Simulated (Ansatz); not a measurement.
Geometry optimisation, RKS PBE0/STO-3G (Ansatz).

Input file:

```yaml
crystal:
  periodic: [false, false, false]
  atoms:
    - { symbol: C, position_ang: [0.657, 1.0317, 0.1731] }
    - { symbol: O, position_ang: [-0.6801, 0.9831, 0.8385] }
    - { symbol: Si, position_ang: [-1.5033, -0.4844, 0.5772] }
    - { symbol: O, position_ang: [-0.3338, -1.3415, -0.417] }
    - { symbol: Si, position_ang: [1.0201, -0.5269, -0.8385] }
    - { symbol: H, position_ang: [1.378, 1.2737, 0.9175] }
    - { symbol: H, position_ang: [0.5992, 1.9372, -0.5138] }
    - { symbol: H, position_ang: [-1.5947, -1.1791, 1.8726] }
    - { symbol: H, position_ang: [-2.7474, -0.2396, -0.072] }
    - { symbol: H, position_ang: [1.0778, -0.2817, -2.2619] }
    - { symbol: H, position_ang: [2.1925, -1.2297, -0.2551] }
basis:
  gaussian: { orbitals: STO-3G }
hamiltonian:
  xc: pbe0
relax:
  f_tol: 0.02
  max_steps: 40
scf:
  lower_state_search: "off"
```

Run as:

```bash
$ ansatz run input.yaml --threads 1 --pin off --max-ram 2048MiB --backend cpu --events-out ev --progress --plain --runs-dir out
```

Q: Where does it end, and by what steps?

A: It converged. Limits of this set-up: minimal basis. After 12 steps the energy has fallen by 0.542 eV; O2 moved furthest, 0.43 Å.

```csv
step,energy less start (eV),largest force component (eV/Å),accepted
0,0.0000,3.415,yes
1,-0.4519,1.506,yes
2,-0.5082,0.517,yes
3,-0.5152,0.054,yes
4,-0.5156,0.035,yes
5,-0.5208,0.043,yes
6,-0.5222,0.042,yes
7,-0.5298,0.094,yes
8,-0.5248,0.479,no
9,-0.5352,0.130,yes
10,-0.5389,0.195,yes
11,-0.5420,0.023,yes
12,-0.5421,0.006,yes
```

```xyz
11
Properties=species:S:1:pos:R:3
C 0.603 1.081 0.167
O -0.829 1.148 0.473
Si -1.427 -0.472 0.534
O -0.501 -1.354 -0.591
Si 0.969 -0.513 -0.814
H 1.205 1.111 1.099
H 0.865 1.991 -0.402
H -1.280 -1.041 1.865
H -2.830 -0.465 0.180
H 1.202 -0.289 -2.225
H 2.087 -1.254 -0.267
```

Whether the end is a true minimum wasn't checked by a vibrational analysis.

Time of the run: 23 s on 1 thread of Arm Neoverse V2 (shared host), peak memory 0.11 GiB.
